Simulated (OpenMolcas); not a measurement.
Computed levels of 4d2 in ions with 38 electrons, in cm-1 above 3F2.

```json
{
 "Program": "OpenMolcas 26.06",
 "Method": "CASSCF",
 "Basis": "ANO-RCC-VTZP",
 "Scalar Hamiltonian": "DKH2, point nucleus",
 "Spin-orbit coupling": "RASSI with atomic mean-field integrals over the reference wave functions, term energies averaged over their components"
}
```

Active space for each ion: 2 electrons in 10 orbitals (4d 5d).

| Level | Mo4+ | Tc5+ | Rh7+ |
| --- | --- | --- | --- |
| 3F3 | 1495 | 2046 | 3460 |
| 3F4 | 3241 | 4377 | 7213 |
| 1D2 | 12596 | 14224 | 17700 |
| 3P0 | 13693 | 15272 | 18498 |
| 3P1 | 14285 | 16111 | 20015 |
| 3P2 | 15805 | 18261 | 23812 |
| 1G4 | 19048 | 21548 | 26926 |
| 1S0 | 44276 | 49538 | 60524 |

Estimate 3F4, 1D2, 3P0 for Ru6+ from its neighbours Tc5+ and Rh7+.

3F4 is fine structure, which grows about as the fourth power of a screened charge, so the fourth roots are averaged: ((4377^0.25 + 7213^0.25) / 2)^4 = 5663. The calculation gives 5665, so the estimate is off by 0 %.
1D2 is another term, which grows about linearly with the charge: (14224 + 17700) / 2 = 15962. The calculation gives 15968, so the estimate is off by 0 %.
3P0 is another term, which grows about linearly with the charge: (15272 + 18498) / 2 = 16885. The calculation gives 16920, so the estimate is off by -0.2 %.

Mixed levels, with the weight of the term that names them: Ru6+ 1D2 (71 %), Ru6+ 3P2 (73 %), Rh7+ 1D2 (68 %), Rh7+ 3P2 (70 %).

Without dynamic correlation excited terms often stand tens of per cent too high (terms of higher spin than the ground term too low), and those without a measured partner can miss by more than the paired ones. Active for correlation alone: 5d; no level in the range computed is led by a configuration that fills it, so any true level of that kind is missing. Only configurations of the active space appear.
